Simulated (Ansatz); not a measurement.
C₂H₇S (SMILES CC[SH2+]), charge +1, singlet, geometry from GFN2-xTB, atoms displaced at random by about 0.02 Å a coordinate; HF/def2-SVP (Ansatz, a first-principles code).

Input for Ansatz:
Ansatz 0.2 input:
```yaml
crystal:
  periodic: [false, false, false]
  atoms:
    - {symbol: C, position_ang: [1.55429565, 0.75291640, 0.08557851]}
    - {symbol: C, position_ang: [0.02745245, 0.88563673, 0.07147021]}
    - {symbol: S, position_ang: [-0.74878576, -0.79725075, -0.14531635]}
    - {symbol: H, position_ang: [-2.01433345, -0.48200855, 0.28237614]}
    - {symbol: H, position_ang: [-0.36979996, 1.30597592, 0.99179201]}
    - {symbol: H, position_ang: [-0.30761047, 1.54018151, -0.76479983]}
    - {symbol: H, position_ang: [1.97306552, 1.73167605, 0.20994801]}
    - {symbol: H, position_ang: [1.87144431, 0.14154796, 1.00695278]}
    - {symbol: H, position_ang: [1.91341647, 0.27818946, -0.77984575]}
    - {symbol: H, position_ang: [-0.37722396, -1.32295444, 1.00299666]}
basis:
  gaussian:
    orbitals: def2-SVP
hamiltonian:
  xc: hf
total_charge: 1
relax: {max_displacement: 0.02}
```

The log (banner, timings and long lists left out):

```
Functional definition: HF
892 factors; integrals over basis functions are off by at most 2.7e-4 eV
mean field evaluation 1: about -12972.8390 eV, gradient 3.6e1 eV
mean field evaluation 2: about -12972.9287 eV, gradient 3.6e1 eV
mean field evaluation 4: about -12976.5286 eV, gradient 2.9e0 eV
mean field evaluation 8: about -12976.5678 eV, gradient 1.9e-1 eV
mean field -12976.56801535 eV, -476.8800787304 hartree, gradient 2.6e-5 eV, S^2 0.000000; 0 other end points of the search recorded, 0 dependent functions left out
the calculation of the forces begins
reference -12976.56801535 eV, -476.8800787304 hartree; 17, 17 occupied and 64, 64 virtual orbitals, 892 factors
relax step   1: F+E_penalty+E_count = -12976.56801535 eV  Δ(F+E_penalty+E_count) = +0.000e0 eV  max|allowed force component| = 3.102e0 eV/Å  Δτ_max = 0.0000 Å  (32 SCF iters, accepted)
these checks for a lower state are left out or cut short: starts, cluster_reference, orbital_swaps, neighbouring_geometries, increment
892 factors; integrals over basis functions are off by at most 2.7e-4 eV
mean field evaluation 16: about -12976.6864 eV, gradient 2.8e-4 eV
mean field -12976.68635155 eV, -476.8844275057 hartree, gradient 1.4e-5 eV, S^2 0.000000; 0 other end points of the search recorded, 0 dependent functions left out
the calculation of the forces begins
reference -12976.68635155 eV, -476.8844275057 hartree; 17, 17 occupied and 64, 64 virtual orbitals, 892 factors
relax step   2: F+E_penalty+E_count = -12976.68635155 eV  Δ(F+E_penalty+E_count) = -1.183e-1 eV  max|allowed force component| = 1.476e0 eV/Å  Δτ_max = 0.0195 Å  (31 SCF iters, accepted)
these checks for a lower state are left out or cut short: starts, cluster_reference, orbital_swaps, neighbouring_geometries, increment
892 factors; integrals over basis functions are off by at most 2.6e-4 eV
mean field -12976.73934060 eV, -476.8863748172 hartree, gradient 1.4e-5 eV, S^2 0.000000; 0 other end points of the search recorded, 0 dependent functions left out
the calculation of the forces begins
reference -12976.73934060 eV, -476.8863748172 hartree; 17, 17 occupied and 64, 64 virtual orbitals, 892 factors
relax step   3: F+E_penalty+E_count = -12976.73934060 eV  Δ(F+E_penalty+E_count) = -5.299e-2 eV  max|allowed force component| = 2.789e-1 eV/Å  Δτ_max = 0.0191 Å  (30 SCF iters, accepted)
these checks for a lower state are left out or cut short: starts, cluster_reference, orbital_swaps, neighbouring_geometries, increment
892 factors; integrals over basis functions are off by at most 2.6e-4 eV
mean field evaluation 32: about -12976.7499 eV, gradient 7.3e-6 eV
mean field -12976.74986975 eV, -476.8867617562 hartree, gradient 1.4e-5 eV, S^2 0.000000; 0 other end points of the search recorded, 0 dependent functions left out
the calculation of the forces begins
reference -12976.74986975 eV, -476.8867617562 hartree; 17, 17 occupied and 64, 64 virtual orbitals, 892 factors
relax step   4: F+E_penalty+E_count = -12976.74986975 eV  Δ(F+E_penalty+E_count) = -1.053e-2 eV  max|allowed force component| = 9.866e-2 eV/Å  Δτ_max = 0.0195 Å  (31 SCF iters, accepted)
these checks for a lower state are left out or cut short: starts, cluster_reference, orbital_swaps, neighbouring_geometries, increment
892 factors; integrals over basis functions are off by at most 2.6e-4 eV
mean field -12976.75360727 eV, -476.8868991075 hartree, gradient 1.4e-5 eV, S^2 0.000000; 0 other end points of the search recorded, 0 dependent functions left out
the calculation of the forces begins
reference -12976.75360727 eV, -476.8868991075 hartree; 17, 17 occupied and 64, 64 virtual orbitals, 892 factors
relax step   5: F+E_penalty+E_count = -12976.75360727 eV  Δ(F+E_penalty+E_count) = -3.738e-3 eV  max|allowed force component| = 2.884e-2 eV/Å  Δτ_max = 0.0195 Å  (31 SCF iters, accepted)
these checks for a lower state are left out or cut short: starts, cluster_reference, orbital_swaps, neighbouring_geometries, increment
[...]
relax step   6: F+E_penalty+E_count = -12976.75526468 eV  Δ(F+E_penalty+E_count) = -1.657e-3 eV  max|allowed force component| = 2.133e-2 eV/Å  Δτ_max = 0.0199 Å  (32 SCF iters, accepted)
relax step   7: F+E_penalty+E_count = -12976.75628126 eV  Δ(F+E_penalty+E_count) = -1.017e-3 eV  max|allowed force component| = 1.849e-2 eV/Å  Δτ_max = 0.0200 Å  (32 SCF iters, accepted)
relax step   8: F+E_penalty+E_count = -12976.75708975 eV  Δ(F+E_penalty+E_count) = -8.085e-4 eV  max|allowed force component| = 1.268e-2 eV/Å  Δτ_max = 0.0195 Å  (32 SCF iters, accepted)
[...]
relax step   9: F+E_penalty+E_count = -12976.75769673 eV  Δ(F+E_penalty+E_count) = -6.070e-4 eV  max|allowed force component| = 1.385e-2 eV/Å  Δτ_max = 0.0195 Å  (32 SCF iters, accepted)
these checks for a lower state are left out or cut short: starts, cluster_reference, orbital_swaps, neighbouring_geometries, increment
892 factors; integrals over basis functions are off by at most 2.6e-4 eV
mean field -12976.75810542 eV, -476.8870644115 hartree, gradient 1.4e-5 eV, S^2 0.000000; 0 other end points of the search recorded, 0 dependent functions left out
the calculation of the forces begins
reference -12976.75810542 eV, -476.8870644115 hartree; 17, 17 occupied and 64, 64 virtual orbitals, 892 factors
relax step  10: F+E_penalty+E_count = -12976.75810542 eV  Δ(F+E_penalty+E_count) = -4.087e-4 eV  max|allowed force component| = 1.066e-2 eV/Å  Δτ_max = 0.0195 Å  (32 SCF iters, accepted)
these checks for a lower state are left out or cut short: starts, cluster_reference, orbital_swaps, neighbouring_geometries, increment
892 factors; integrals over basis functions are off by at most 2.6e-4 eV
mean field -12976.75835117 eV, -476.8870734428 hartree, gradient 1.4e-5 eV, S^2 0.000000; 0 other end points of the search recorded, 0 dependent functions left out
the calculation of the forces begins
reference -12976.75835117 eV, -476.8870734428 hartree; 17, 17 occupied and 64, 64 virtual orbitals, 892 factors
relax step  11: F+E_penalty+E_count = -12976.75835117 eV  Δ(F+E_penalty+E_count) = -2.458e-4 eV  max|allowed force component| = 2.197e-2 eV/Å  Δτ_max = 0.0197 Å  (32 SCF iters, accepted)
these checks for a lower state are left out or cut short: starts, cluster_reference, orbital_swaps, neighbouring_geometries, increment
892 factors; integrals over basis functions are off by at most 2.6e-4 eV
mean field -12976.75845197 eV, -476.8870771469 hartree, gradient 1.4e-5 eV, S^2 0.000000; 0 other end points of the search recorded, 0 dependent functions left out
the calculation of the forces begins
reference -12976.75845197 eV, -476.8870771469 hartree; 17, 17 occupied and 64, 64 virtual orbitals, 892 factors
relax step  12: F+E_penalty+E_count = -12976.75845197 eV  Δ(F+E_penalty+E_count) = -1.008e-4 eV  max|allowed force component| = 9.933e-3 eV/Å  Δτ_max = 0.0195 Å  (32 SCF iters, accepted)
892 factors; integrals over basis functions are off by at most 2.6e-4 eV
mean field evaluation 96: about -12976.7550 eV, gradient 6.0e-1 eV
mean field -12976.75845197 eV, -476.8870771469 hartree, gradient 1.4e-5 eV, S^2 0.000000; 1 other end points of the search recorded, 0 dependent functions left out
the calculation of the forces begins
reference -12976.75845197 eV, -476.8870771469 hartree; 17, 17 occupied and 64, 64 virtual orbitals, 892 factors
Total energy: -12976.75845197 eV, -476.8870771469 hartree
Atom 0 at     1.564783     0.756122     0.102849 Å, force     0.000455     0.003653    -0.000254 eV/Å
Atom 1 at     0.051098     0.890415     0.119124 Å, force     0.002880    -0.004216     0.000673 eV/Å
Atom 2 at    -0.740677    -0.778994    -0.101841 Å, force    -0.009933    -0.000671     0.008660 eV/Å
Atom 3 at    -2.030406    -0.495347     0.133129 Å, force     0.007655    -0.003509    -0.001924 eV/Å
Atom 4 at    -0.339765     1.306610     1.043464 Å, force     0.000403     0.000487    -0.000384 eV/Å
Atom 5 at    -0.329824     1.456128    -0.729247 Å, force     0.000153    -0.000736     0.000284 eV/Å
Atom 6 at     1.985302     1.758005     0.187057 Å, force     0.001313    -0.000320     0.000616 eV/Å
Atom 7 at     1.932548     0.170337     0.945177 Å, force    -0.000711     0.000273    -0.000798 eV/Å
Atom 8 at     1.923812     0.316984    -0.827064 Å, force    -0.001193     0.000080     0.000797 eV/Å
Atom 9 at    -0.494950    -1.346350     1.088505 Å, force    -0.001023     0.004960    -0.007669 eV/Å
Dipole moment:    -0.476064    -0.116532     0.244748 e Å
```
